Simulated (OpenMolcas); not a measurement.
# Multiconfigurational calculation on Ag2+

Ag2+ with its 8 nearest fluoride ions at 2.366 Å, on the Ca site of CaF2 (a = 5.46294 Å, distance in the model lattice 2.366 Å). The rest of the host is ab initio model potentials to 7.6 Å and point charges beyond; the distance is set by hand and nothing relaxes. Ligand basis ANO-RCC-VDZP.

Input, with the lattice sites abridged:

```
&GATEWAY
Basis set
Ag.ANO-RCC-VTZP.
Ag1 0.0 0.0 0.0 Angstrom
End of basis
Basis set
F.ANO-RCC-VDZP.
L1 1.366011 1.366011 1.366011 Angstrom
L2 1.366011 1.366011 -1.366011 Angstrom
L3 1.366011 -1.366011 1.366011 Angstrom
L4 1.366011 -1.366011 -1.366011 Angstrom
End of basis
Basis set
Ca.EMB-AIMP.Pascual.0s.0s.ECP.CaF2.
PseudoCharge
* 21 symmetry-unique lattice sites within 7.6 angstrom
End of basis
Basis set
F.EMB-AIMP.Pascual.0s.0s.ECP.CaF2.
PseudoCharge
* 40 symmetry-unique lattice sites within 7.6 angstrom
End of basis
Symmetry
XYZ
AngMom=0.0 0.0 0.0
AMFI
RICD
XField
1348 Angstrom 0
* Evjen-weighted lattice charges
&SEWARD
* reference wave functions (RASSCF and RASSI steps not shown): 9 electrons in 5 orbitals (4d)
>>> COPY JOB001 $Project.JobIph
&CASPT2
Multistate=5 1 2 3 4 5
NoMult
Frozen=12 10
IPEA=0.25
Imaginary=0.1
MaxIter=60
WThr=0.0 0.3 0.05
PrWF=0.5
NoMix
```

Launched by
```bash
OMP_NUM_THREADS=1 MOLCAS_MEM=2457 MOLCAS_PROJECT=a pymolcas a.inp > a.log  # once for each step of the input, in one work folder
```

Output, cut to the results:

```
--- CASPT2 ---
Orbital specifications:
      -----------------------

      Symmetry species                           1   2
                                                ag  au
      Frozen orbitals                           12  10
      Inactive orbitals                         17  19
      Active orbitals                            5   0
      Secondary orbitals                        58  59
      Deleted orbitals                           0   0
      Number of basis functions                 92  88
Type of calculation                        SS-CASPT2
      Fock operator                              state-specific
      IPEA shift                                 0.25
      Real shift                                 0.00
      Imaginary shift                            0.10
      The input orbitals will be transformed to quasi-canonical
Reference energy:       -6109.8124503174
      E2 (Non-variational):      -2.1466600345
      Shift correction:          -0.0011813441
      E2 (Variational):          -2.1478413787
      Total energy:           -6111.9602916960
      Residual norm:              0.0000008405
      Reference weight:           0.68739
      Contributions to the CASPT2 correlation energy
      Active & Virtual Only:         -0.2271132694
      One Inactive Excited:          -0.2650260481
      Two Inactive Excited:          -1.6545207170
Reference energy:       -6109.8124503174
      E2 (Non-variational):      -2.1467603781
      Shift correction:          -0.0011833865
      E2 (Variational):          -2.1479437646
      Total energy:           -6111.9603940819
      Residual norm:              0.0000009023
      Reference weight:           0.68732
      Contributions to the CASPT2 correlation energy
      Active & Virtual Only:         -0.2271297266
      One Inactive Excited:          -0.2650109476
      Two Inactive Excited:          -1.6546197038
::    CASPT2 Root  1     Total energy:  -6111.96029170
::    CASPT2 Root  2     Total energy:  -6111.96039408
::    CASPT2 Root  3     Total energy:  -6111.96031545
::    CASPT2 Root  4     Total energy:  -6111.92698566
::    CASPT2 Root  5     Total energy:  -6111.92702223
```

Spin-orbit levels above the lowest (labels of O, the rotations of Oh), with the averaged single-state CASPT2 energies on the diagonal:

```
E (cm-1)  Degeneracy  Label  2S+1               g
       0           2     Γ7     2  1.88 1.88 1.88
    1970           4     Γ8     2                
    9690           4     Γ8     2
```

Roots that are degenerate in the reference are averaged as groups; the widest CASPT2 spread within a group is 22 cm-1 (the 3-fold group of multiplicity 2 near 0 cm-1 above the lowest state of its run). Shifts and gaps below about the spread of the groups concerned are not significant. Over all roots computed the reference weight is 0.69; a low but even weight reflects the number of correlated electrons. An orbital triplet at a regular site is open to Jahn-Teller coupling, which can distort the site and quench the lowest spin-orbit gaps and is left out. Ligand-to-metal charge-transfer states are missing. With one d shell and no ligand orbital active, 10Dq can be off by a tenth or more. Free-ion shares, where given, are those of the reference states; single-state CASPT2 does not remix them. No measured value stands beside these numbers; the geometry was set by hand and not optimised.

The CASPT2 steps took 38 s on 1 thread of Arm Neoverse V2, with other jobs on the host; the integral step is not counted.
